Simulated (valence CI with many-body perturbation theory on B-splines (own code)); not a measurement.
## Yb20+: calculated level list

Calculated by relativistic CI+MBPT: four valence electrons over a frozen Dirac-Fock core [Kr] 4d10, radial functions for each j: 7 s, 7 p, 7 d, 7 f, 4 g, 2 h, with the one-electron correlation potential Σ1 (screened to all orders), the two-electron term Σ2, the three-electron term Σ3, Breit, model QED; selected single and double excitations, second order for the rest, scaled by the run's own slope (own B-spline code, finite nucleus).

No measured levels were compared; by estimate terms of the open shell hold to a few per cent of their energy, and close levels can change places.

Levels 91 to 135 of 197, with energies above the lowest level, 4f⁴ ⁵I_4. "Leading %" is the weight of the configuration and term that name the level; weights of strongly mixed levels are sums over their largest components and can fall short.

| No. | Configuration | Term | J | E (eV) | Leading % | Second component | g |
| --- | --- | --- | --- | --- | --- | --- | --- |
| 91 | 4f⁴ | ³D | 1 | 19.157 | 94 | 5 % 4f⁴ ³P | 0.560 |
| 92 | 4f⁴ | ³D | 2 | 19.559 | 35 | 27 % 4f⁴ ¹D | 1.097 |
| 93 | 4f⁴ | ¹H | 5 | 20.399 | 71 | 20 % 4f⁴ ³H | 1.011 |
| 94 | 4f⁴ | ¹S | 0 | 20.959 | 79 | 21 % 4f⁴ ³P |  |
| 95 | 4f⁴ | ³F | 4 | 21.592 | 91 | 4 % 4f⁴ ¹G | 1.231 |
| 96 | 4f⁴ | ³F | 2 | 21.877 | 80 | 11 % 4f⁴ ³D | 0.763 |
| 97 | 4f⁴ | ³F | 3 | 21.967 | 88 | 7 % 4f⁴ ³D | 1.090 |
| 98 | 4f⁴ | ³H | 6 | 22.093 | 58 | 41 % 4f⁴ ¹I | 1.095 |
| 99 | 4f⁴ | ³P | 2 | 22.330 | 91 |  | 1.458 |
| 100 | 4f⁴ | ³H | 4 | 22.453 | 94 |  | 0.809 |
| 101 | 4f⁴ | ¹I | 6 | 23.191 | 57 | 40 % 4f⁴ ³H | 1.066 |
| 102 | 4f⁴ | ³H | 5 | 23.237 | 75 | 24 % 4f⁴ ¹H | 1.024 |
| 103 | 4f⁴ | ³P | 1 | 23.868 | 98 |  | 1.481 |
| 104 | 4f⁴ | ³P | 0 | 24.885 | 89 | 10 % 4f⁴ ¹S |  |
| 105 | 4f⁴ | ¹G | 4 | 26.291 | 96 |  | 0.998 |
| 106 | 4f⁴ | ¹D | 2 | 32.349 | 99 |  | 0.998 |
| 107 | 4f⁴ | ¹S | 0 | 37.774 | 98 |  |  |
| 108 | 4f³5s | ⁵I° | 4 | 49.895 | 90 | 9 % 4f³5s ³H° | 0.618 |
| 109 | 4f³5s | ⁵I° | 5 | 50.597 | 78 | 12 % 4f³5s ³I° | 0.903 |
| 110 | 4f³5s | ⁵I° | 6 | 51.752 | 90 | 7 % 4f³5s ³I° | 1.068 |
| 111 | 4f³5s | ³I° | 5 | 52.602 | 72 | 17 % 4f³5s ⁵I° | 0.864 |
| 112 | 4f³5s | ⁵I° | 7 | 52.915 | 94 |  | 1.171 |
| 113 | 4f³5s | ⁵F° | 1 | 53.617 | 82 | 16 % 4f³5s ³D° | 0.104 |
| 114 | 4f³5s | ⁵F° | 2 | 53.997 | 74 | 13 % 4f³5s ³D° | 1.046 |
| 115 | 4f³5s | ⁵I° | 8 | 54.036 | 92 | 8 % 4f³5s ³K° | 1.238 |
| 116 | 4f³5s | ³I° | 6 | 54.348 | 84 | 7 % 4f³5s ⁵I° | 1.020 |
| 117 | 4f³5s | ³H° | 4 | 54.668 | 45 | 23 % 4f³5s ³G° | 0.950 |
| 118 | 4f³5s | ³G° | 5 | 54.716 | 32 | 23 % 4f³5s ³H° | 1.152 |
| 119 | 4f³5s | ⁵F° | 3 | 54.727 | 88 | 5 % 4f³5s ³D° | 1.231 |
| 120 | 4f³5s | ⁵S° | 2 | 54.993 | 71 | 15 % 4f³5s ³P° | 1.779 |
| 121 | 4f³5s | ⁵F° | 4 | 55.407 | 66 | 15 % 4f³5s ³H° | 1.206 |
| 122 | 4f³5s | ⁵G° | 2 | 55.453 | 87 | 9 % 4f³5s ³F° | 0.404 |
| 123 | 4f³5s | ⁵G° | 3 | 55.759 | 69 | 22 % 4f³5s ³G° | 0.890 |
| 124 | 4f³5s | ³I° | 7 | 55.831 | 83 | 8 % 4f³5s ¹K° | 1.120 |
| 125 | 4f³5s | ³F° | 2 | 56.041 | 65 | 12 % 4f³5s ¹D° | 0.815 |
| 126 | 4f³5s | ⁵F° | 5 | 56.324 | 59 | 29 % 4f³5s ³H° | 1.253 |
| 127 | 4f³5s | ³G° | 3 | 56.459 | 46 | 29 % 4f³5s ³F° | 0.900 |
| 128 | 4f³5s | ⁵G° | 4 | 56.523 | 69 | 13 % 4f³5s ³G° | 1.123 |
| 129 | 4f³5s | ³S° | 1 | 56.542 | 48 | 18 % 4f³5s ³P° | 1.459 |
| 130 | 4f³5s | ³H° | 6 | 56.800 | 70 | 23 % 4f³5s ⁵G° | 1.192 |
| 131 | 4f³5s | ³K° | 6 | 57.189 | 90 | 5 % 4f³5s ³I° | 0.873 |
| 132 | 4f³5s | ³K° | 7 | 57.427 | 71 | 20 % 4f³5s ¹K° | 1.021 |
| 133 | 4f³5s | ³G° | 3 | 57.519 | 48 | 37 % 4f³5s ³F° | 0.939 |
| 134 | 4f³5s | ¹H° | 5 | 57.588 | 57 | 18 % 4f³5s ⁵G° | 1.066 |
| 135 | 4f³5s | ³F° | 4 | 57.599 | 55 | 23 % 4f³5s ¹G° | 1.103 |

Names give the largest LS component (configuration and term), which can be under half, so a name can repeat, a term be missing and a line seem to break the LS rules; names also repeat where a configuration has a term twice.

Where two levels of one J and parity lie close, their mixing, g and order are uncertain.
